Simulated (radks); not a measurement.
Ne, 10 electrons, occupied as [He] 2s2 2p5.5 3p0.5 (fractional occupations, a model configuration).

Calculated with a radial shooting solver on a logarithmic mesh with Libxc functionals: non-relativistic Kohn-Sham, PBE, spin-polarised, spherical densities, point nucleus; open shells are filled with parallel spins first.

Energy parts (eV):
part                     energy
total                 -3498.568
kinetic                3490.700
electron-nucleus      -8376.908
Hartree                1717.960
exchange-correlation   -330.320

Orbitals (lengths in bohr, moments of r in powers of bohr; <r^-3> diverges for s and p1/2; r(max) is where P^2 peaks):
orbital	occ.	eigenvalue (eV)	<r^-3>	r(max)	<r>
1s up	1	-838.4076	-	0.1029	0.1582
1s down	1	-837.9912	-	0.1028	0.1582
2s up	1	-43.8870	-	0.6775	0.8808
2s down	1	-42.9446	-	0.6790	0.8847
2p up	3	-20.7726	12.07	0.6121	0.9242
2p down	2.5	-19.8314	11.90	0.6152	0.9340
3p up	0.5	-0.9659	0.09631	6.863	8.004

The highest occupied level is 3p up at -0.966 eV. Virial ratio -V/T = 2.00225. Spin moment in Bohr magnetons: 1. The density falls to 0.001 e/bohr^3 at r = 2.85 bohr. The spin density at the nucleus is -0.0066 e/bohr^3 (1s -0.1790, 2s 0.1724), a Fermi contact field of -0.347 T. Summed over all electrons, <r^2> = 45.45 bohr^2, which gives a Langevin (diamagnetic) susceptibility term of -36 x 10^-6 cm^3/mol. The electron density at the nucleus is 623.1 e/bohr^3.
